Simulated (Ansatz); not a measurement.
Geometry optimisation, RKS PBE0-D4/cc-pVDZ in Ansatz 0.2.0.

input.yaml

```yaml
crystal:
  periodic: [false, false, false]
  atoms:
    - { symbol: B, position_ang: [0.027093, 0.408757, -0.431827] }
    - { symbol: O, position_ang: [-0.033358, -0.122412, 2.113362] }
    - { symbol: H, position_ang: [-0.984109, -0.197938, 2.272193] }
    - { symbol: F, position_ang: [1.20243, -0.103957, -0.763277] }
    - { symbol: H, position_ang: [-0.997885, -0.161685, -0.678647] }
    - { symbol: F, position_ang: [0.020441, 1.649933, 0.052137] }
    - { symbol: H, position_ang: [0.091587, 0.849502, 2.019159] }
basis:
  gaussian: { orbitals: cc-pVDZ }
hamiltonian:
  xc: pbe0
  dispersion: d4
relax:
  f_tol: 0.03
  max_steps: 50
output:
  orbitals: {}
```

Command:

```bash
$ ansatz run input.yaml --threads 1 --pin off --max-ram 2048MiB --backend cpu --events-out ev --progress --plain --runs-dir out
```

Q: Where does it end, and by what steps?

A: It converged. After 22 steps the energy has fallen by 0.335 eV; H7 moved furthest, 1.09 Å. Joined: B1–O2 (2.60 → 1.78 Å).

| step | energy less start (eV) | largest force component (eV/Å) | accepted |
| --- | --- | --- | --- |
| 0 | 0.0000 | 0.842 | yes |
| 1 | -0.0146 | 2.227 | yes |
| 2 | -0.1075 | 1.820 | yes |
| 3 | -0.2350 | 1.008 | yes |
| 4 | -0.2706 | 0.245 | yes |
| 5 | -0.2747 | 0.143 | yes |
| 6 | -0.2761 | 0.044 | yes |
| 7 | -0.2766 | 0.042 | yes |
| 8 | -0.2790 | 0.039 | yes |
| 9 | -0.2328 | 1.350 | no |
| 10 | -0.2792 | 0.138 | yes |
| 11 | -0.2817 | 0.031 | yes |
| 12 | -0.2650 | 0.868 | no |
| 13 | -0.2840 | 0.050 | yes |
| 14 | -0.2849 | 0.249 | yes |
| 15 | -0.2921 | 0.103 | yes |
| 16 | -0.3044 | 0.227 | yes |
| 17 | -0.2453 | 1.548 | no |
| 18 | -0.3080 | 0.173 | yes |
| 19 | -0.3220 | 0.121 | yes |
| 20 | -0.3320 | 0.147 | yes |
| 21 | -0.3339 | 0.072 | yes |
| 22 | -0.3346 | 0.016 | yes |

```xyz
7
Properties=species:S:1:pos:R:3
B -0.113 0.348 -0.094
O -0.347 -0.061 1.620
H -0.683 0.770 1.996
F 1.255 0.253 -0.147
H -0.764 -0.488 -0.670
F -0.586 1.635 -0.070
H 0.564 -0.135 1.948
```

Run time: 59 s on 1 thread of Arm Neoverse V1, on a shared host, peak memory 0.14 GiB.
